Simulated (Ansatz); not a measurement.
Consider the substitution at a C–Sn bond: `C=[C](F)[SnH2][CH3]` + `[NH2][SnH3]` → `C=C(F)[NH][SnH3]` + `[CH3][SnH3]`.

Program: Ansatz. Geometries: PBE0-D4/def2-TZVP. ΔE: electronic, gas phase. CCSD(T)/CBS is the MP2 limit (def2-TZVPP, def2-QZVPP) plus CCSD(T) − MP2 in def2-TZVPP, frozen cores. Functionals use def2-TZVPP. Elements past krypton have def2 core potentials. For Sn outer-core shells are correlated without core-valence functions, which leaves a few kJ/mol of doubt a bond. One conformer a species, not always the lowest.

`C=[C](F)[SnH2][CH3]`:

Z-matrix (Å, degrees):
```
Sn
C 1 2.136
C 1 2.147 2 107.0
H 1 1.708 2 111.6 3 -118.6
H 1 1.708 2 111.6 3 118.6
H 2 1.090 1 110.0 3 -180.0
H 2 1.090 1 109.9 3 60.1
H 2 1.090 1 109.9 3 -60.1
F 3 1.352 1 115.0 2 179.7
C 3 1.323 1 126.0 2 -0.3
H 10 1.085 3 121.7 1 -180.0
H 10 1.082 3 119.8 1 0.0
```

`[NH2][SnH3]`:

Z-matrix (Å, degrees):
```
Sn
N 1 2.032
H 1 1.717 2 113.4
H 1 1.704 2 105.9 3 -120.4
H 1 1.704 2 105.9 3 120.4
H 2 1.012 1 112.9 3 -61.0
H 2 1.012 1 112.9 3 60.8
```

`C=C(F)[NH][SnH3]`:

```xyz
11

C    -1.390   -0.870    1.591
C    -0.578   -0.161    0.812
F    -0.086    1.012    1.270
N    -0.112   -0.391   -0.442
Sn    1.263    0.800   -1.362
H    -1.793   -1.812    1.250
H    -1.654   -0.501    2.570
H    -0.417   -1.258   -0.852
H     1.510   -0.018   -2.836
H     0.582    2.341   -1.587
H     2.675    0.857   -0.414
```

`[CH3][SnH3]`:

```xyz
8

C     0.300   -0.846   -0.720
Sn   -0.258    0.727    0.619
H     0.633   -0.425   -1.669
H    -0.553   -1.499   -0.903
H     1.110   -1.433   -0.289
H     1.075    1.759    0.902
H    -1.534    1.645   -0.051
H    -0.774    0.072    2.111
```

```csv
level,ΔE (kJ/mol)
PBE-D4,-15.6
B2PLYP,-12.7
PBE,-15.4
r2SCAN,-21.1
HF/def2-TZVPP,-25.3
CCSD/def2-TZVPP,-9.7
CCSD(T)/def2-TZVPP,-7.4
SCS-MP2/def2-QZVPP,-4.2
```

**Question.** What does CCSD(T)/CBS give? (Estimate.)

**Answer.** Computed: -1.7 kJ/mol. The listed levels differ from it by -13.9, -11.0, -13.7, -19.4, -23.6, -8.0, -5.7, -2.5 kJ/mol.

Largest T1 diagnostic among the species: 0.013.

In def2-TZVPP, CCSD(T) changes the Hartree–Fock value by +17.9 kJ/mol (the triples alone add +2.3 kJ/mol) and MP2 by +17.4 kJ/mol. From PBE to PBE0 (25 % exact exchange), in def2-TZVPP and without D4, ΔE moves by −5.3 kJ/mol.
